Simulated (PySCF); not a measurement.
SMILES Cl[Si](Cl)(Cl)[SiH2][SiH2][SeH] (H5Cl3SeSi3), GFN2-xTB optimised geometry.

```
12

Cl    -0.47    -2.09     1.69
Si     0.09    -1.10     0.00
Cl    -0.50    -2.23    -1.58
Cl     2.14    -1.10     0.00
Si    -0.68     1.10     0.00
Si     0.37     2.42     1.63
Se     0.43     1.37     3.67
H     -2.14     1.09     0.16
H     -0.43     1.70    -1.32
H     -0.33     3.65     1.97
H      1.76     2.77     1.32
H      1.03     0.15     3.22
```

Density from PySCF with PBE0/def2-TZVP at that geometry.

Minimum of the electron density along straight lines between bonded atoms, close to the bond critical point (lines longer than 1.1 times the sum of covalent radii, or with two minima, are not listed):

| bond | length / Å | ρ at the minimum / e bohr⁻³ | ∇²ρ there / e bohr⁻⁵ | position (fraction from the first atom) |
|---|---|---|---|---|
| Cl1–Si2 | 2.035 | 0.104 | 0.24 | 0.64 |
| Si2–Cl3 | 2.024 | 0.106 | 0.26 | 0.36 |
| Si2–Cl4 | 2.041 | 0.103 | 0.23 | 0.36 |
| Si2–Si5 | 2.334 | 0.094 | -0.13 | 0.64 |
| Si5–Si6 | 2.341 | 0.093 | -0.16 | 0.50 |
| Si6–Se7 | 2.299 | 0.087 | 0.00 | 0.35 |
| Si5–H8 | 1.469 | 0.122 | 0.18 | 0.49 |
| Si5–H9 | 1.469 | 0.122 | 0.19 | 0.49 |
| Si6–H10 | 1.462 | 0.125 | 0.19 | 0.49 |
| Si6–H11 | 1.466 | 0.125 | 0.17 | 0.49 |
| Se7–H12 | 1.433 | 0.186 | -0.33 | 0.63 |
